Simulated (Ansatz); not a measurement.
Consider the formal exchange of groups at the Si–B bond: `FB([SiH3])C[SiH3]` + `F/C=C\I` → `[SiH3]/C=C/I` + `FB(F)C[SiH3]`.

Gas-phase electronic energies from Ansatz, PBE0-D4/def2-TZVP geometries. CBS: MP2 limit from def2 TZ/QZ plus the TZ coupled-cluster correction, frozen cores. Double bonds are as drawn, so ΔE can hold a change between cis and trans. Functionals use def2-TZVPP. Elements past krypton have def2 core potentials. For I outer-core shells are correlated without core-valence functions, which leaves a few kJ/mol of doubt a bond. One conformer a species, not always the lowest.

`FB([SiH3])C[SiH3]`:

Cartesian coordinates in Å:
```
F -2.233 0.282 -0.064
B -0.921 0.493 -0.186
Si -0.108 1.950 0.992
C -0.120 -0.410 -1.150
Si 0.623 -1.855 -0.183
H -0.718 3.269 0.666
H 1.364 2.055 0.791
H -0.366 1.670 2.432
H 0.738 0.110 -1.585
H -0.740 -0.839 -1.944
H -0.454 -2.699 0.394
H 1.462 -2.683 -1.087
H 1.473 -1.343 0.925
```

`F/C=C\I`:

Cartesian coordinates in Å:
```
F 0.670 0.253 1.577
C 0.083 0.590 0.435
C -0.188 -0.271 -0.527
I 0.252 -2.283 -0.424
H -0.150 1.647 0.374
H -0.667 0.065 -1.435
```

`[SiH3]/C=C/I`:

Z-matrix (Å, degrees):
```
Si
C 1 1.863
H 1 1.486 2 108.7
H 1 1.487 2 110.4 3 120.3
H 1 1.487 2 110.4 3 -120.3
C 2 1.324 1 120.9 3 -0.1
H 2 1.087 1 119.6 3 179.9
I 6 2.085 2 124.4 1 -180.0
H 6 1.084 2 123.8 1 0.0
```

`FB(F)C[SiH3]`:

```xyz
10

F     0.625    0.034   -2.379
B    -0.341   -0.199   -1.504
F    -1.187   -1.168   -1.817
C    -0.451    0.588   -0.177
Si    0.529   -0.215    1.220
H    -1.490    0.642    0.158
H    -0.059    1.602   -0.293
H     0.029   -1.591    1.472
H     0.377    0.591    2.459
H     1.969   -0.284    0.861
```

CCSD(T)/CBS gives -2.78 eV.

Q: Another level gave -2.92 eV. Which?
A. PBE/def2-TZVPP
B. CCSD/def2-TZVPP
C. MP2/def2-TZVPP
D. ωB97X-V/def2-TZVPP

A: C. MP2/def2-TZVPP -2.92, ωB97X-V -2.62, CCSD/def2-TZVPP -2.79, PBE -2.50 eV.

Largest T1 diagnostic among the species: 0.013.

From PBE to PBE0 (25 % exact exchange), in def2-TZVPP and without D4, ΔE moves by −0.11 eV.
